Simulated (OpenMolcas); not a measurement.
Re III: effect of the IPEA shift

```
Program             : OpenMolcas
Basis               : ANO-R2 [8s6p5d3f1g]
Scalar Hamiltonian  : X2C, finite nucleus
Active space        : 5 electrons in 5 orbitals (5d)
State averaging     : 2S+1 = 6 even, 1 root; 2S+1 = 4 even, 24 roots; 2S+1 = 2 even, 75 roots
Spin-orbit coupling : state interaction with AMFI integrals over the reference wave functions, term energies averaged over their components
```

Methods on the same reference wave functions:
A. CASSCF
B. MS-CASPT2, IPEA 0 Eh, imaginary shift 0.1 Eh (closed shells correlated: 5s 5p)
C. MS-CASPT2, IPEA 0.25 Eh, imaginary shift 0.1 Eh (closed shells correlated: 5s 5p)

Energies in cm⁻¹ above 5d⁵ ⁶S_5/2, the measured ground level; measured values from the list in Brasseur, Gamrath and Quinet, At. Data Nucl. Data Tables 157, 101636 (2024).

```
               Level      A      B      C  Measured
          5d⁵ ⁶S_5/2    0.0    0.0    0.0       0.0
   5d⁵ ⁴G_7/2 [67 %]  22705  18350  18870     16890
         5d⁵ ⁴G_11/2  23174  19360  19730     18020
          5d⁵ ⁴G_9/2  23680  19840  20200     18346
   5d⁵ ⁴P_1/2 [60 %]  26274  20380  21230          
   5d⁵ ⁴D_7/2 [72 %]  28558  22670  23200     20453
   5d⁵ ⁴D_1/2 [63 %]  31298  25180  25910          
         5d⁵ ²I_11/2  32553  28270  28730     26170
         5d⁵ ²I_13/2  34697  30640  31040     28588
  5d⁵ ²H_11/2 [74 %]  45957  40550  41260          
          5d⁵ ²S_1/2  50421  38860  41600          
       5d⁵ ²D_3/2(2)  55762  44770  46710          
5d⁵ ²D_5/2(2) [70 %]  58162  47520  49400          
       5d⁵ ²G_9/2(2)  61518  51080  52610          
       5d⁵ ²G_7/2(2)  62588  52210  53770          
          5d⁵ ²P_3/2  72719  57850  59960          
          5d⁵ ²P_1/2  74908  60090  62330          
       5d⁵ ²D_5/2(3)  80664  66460  67840          
       5d⁵ ²D_3/2(3)  82215  67920  69410
```

Deviations, from unrounded energies. A percentage is the sum of absolute deviations over the sum of measured energies, with the sign that they share, or ± where signs differ.

| Against measurement | Levels | A | B | C |
| --- | --- | --- | --- | --- |
| mean absolute deviation (cm-1) | 6 | 6200 | 1800 | 2200 |
| other terms of the ground configuration (%) | 6 | +28.7 | +8.3 | +10.4 |

B lies closest to measurement on these levels and A furthest from it. The largest miss of B in the table is 5d⁵ ⁴D_7/2 [72 %], by +2200 cm-1. The ranking rests on the paired levels alone, and a cruder setting can come out closer through cancelling errors.

Between B and C the level of the table that moves most is 5d⁵ ²S_1/2, by 2700 cm-1 (lowest in B, highest in C). Moves below CASPT2's spread within the term are not significant.

From A to B the spin-free energies of the other terms of 5d⁵ shown, above ⁶S, scale by factors of 0.75 to 0.86, as is usual when dynamic correlation screens the repulsion within a d or f shell.

The lowest spin-free term lies below A's lowest term by 0.311 hartree in B, 0.299 hartree in C.

CASPT2 breaks the degeneracy within a term, and the mean is taken; among the terms shown or strongly mixed into the levels shown the widest spread is 470 cm-1 (5d⁵ ²F(2), C). Over all roots computed the reference weight is 0.88 to 0.94 in B; the roots of lowest weight are the least certain, and an intruder state may touch them. Configurations with an s electron lie low in 5d ions of this charge, fall among these levels and mix in, so low-spin terms can stand far too high, up to twice their true height, and weights are not those of the real levels. Without dynamic correlation excited terms often stand tens of per cent too high (terms of higher spin than the ground term too low), and those without a measured partner can miss by more than the paired ones (holds for A). Some levels mix across a computed gap that differs much from the measured one, so their mixing is not that of the real levels (holds for A). Blocks of more than 70 roots (2S+1 = 2 even) ran without multistate coupling (holds for B; C). Measured partners are found by configuration, term and J. A level has none where our copy of the source lacks it or the pairing is in doubt (some pairs that miss far off the trend of their configuration count as doubtful), and it then counts in no deviation. Only configurations of the active space appear. Levels that lie high or do not pair safely by name in every column are left out.

A share in square brackets marks a mixed level and gives the weight of the term that names it, the lowest over the columns. A number in round brackets counts repeated terms of one configuration in the order of the reference energies.
